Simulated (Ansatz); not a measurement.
`[SiH3]C[SiH2][SeH]` + H–F → `F[SiH2][SeH]` + `C[SiH3]`  (ligand exchange at the Si–C bond)

Gas-phase electronic energies from Ansatz, PBE0-D4/def2-TZVP geometries. CCSD(T)/CBS is the MP2 limit (def2-TZVPP, def2-QZVPP) plus CCSD(T) − MP2 in def2-TZVPP, frozen cores. This one scheme is used for every species. Functionals use def2-TZVPP. For Se outer-core shells are correlated without core-valence functions, which leaves a few kJ/mol of doubt a bond. Scalar relativity is left out up to krypton. Each species was taken in one conformer, which may not be the lowest.

`[SiH3]C[SiH2][SeH]`:

Z-matrix (Å, degrees):
```
Si
C 1 1.878
H 1 1.484 2 110.7
H 1 1.489 2 109.9 3 119.8
H 1 1.487 2 110.3 3 -120.8
Si 2 1.865 1 114.3 3 79.3
H 2 1.096 1 109.2 3 -160.0
H 2 1.095 1 109.0 3 -43.6
Se 6 2.284 2 112.5 1 -47.4
H 6 1.485 2 110.5 1 67.5
H 6 1.486 2 110.8 1 -171.1
H 9 1.470 6 93.2 2 -62.0
```

H–F:

Cartesian coordinates in Å:
```
F 0.005 -0.450 0.096
H -0.005 0.450 -0.096
```

`F[SiH2][SeH]`:

Cartesian coordinates in Å:
```
F -1.620 -0.780 0.166
Si -0.187 -0.352 -0.398
Se 0.482 1.652 0.399
H 0.761 -1.415 -0.004
H -0.301 -0.191 -1.863
H 0.864 1.086 1.700
```

`C[SiH3]`:

```xyz
8

C    -0.233   -0.695    0.661
Si    0.208    0.622   -0.592
H     0.481   -0.698    1.488
H    -0.224   -1.686    0.202
H    -1.229   -0.520    1.073
H     0.199    1.971    0.037
H    -0.766    0.626   -1.716
H     1.565    0.380   -1.153
```

```
             level  ΔE (kJ/mol)  difference from CCSD(T)/CBS
       LDA (SPW92)       -119.8                          4.1
         revPBE-D4       -114.2                          9.7
         r2SCAN-D4       -133.1                         -9.2
            B97M-V       -139.2                        -15.3
            B2PLYP       -140.5                        -16.6
          PBE-QIDH       -124.5                         -0.6
               PBE       -129.3                         -5.4
              PBE0       -128.0                         -4.1
             BHLYP       -149.9                        -26.0
         CAM-B3LYP       -148.5                        -24.6
  CCSD(T)/def2-SVP       -123.6                          0.3
     HF/def2-TZVPP       -157.6                        -33.7
    MP2/def2-TZVPP       -122.1                          1.8
   CCSD/def2-TZVPP       -129.4                         -5.5
SCS-MP2/def2-QZVPP       -130.8                         -6.9
    CCSD/CBS(def2)       -128.3                         -4.4
       CCSD(T)/CBS       -123.9                            0
```

Largest T1 diagnostic among the species: 0.010.

Leaving LDA and LC-ωPBE aside and taking each functional with its dispersion term where it has one, the values spread over 26.2 kJ/mol, from B2PLYP to revPBE-D4. LDA lies +9.5 kJ/mol from PBE without D4. The D4 term adds +16.4 kJ/mol with B3LYP and +9.3 kJ/mol with PBE0; it sums over pairs of atoms, weighted by their polarisabilities, and B3LYP, whose exchange is more repulsive, gets the larger term. In def2-TZVPP, CCSD(T) changes the Hartree–Fock value by +32.6 kJ/mol (the triples alone add +4.4 kJ/mol) and MP2 by +35.5 kJ/mol.

B3LYP here is the variant with VWN-RPA as its local correlation; programs differ in this.
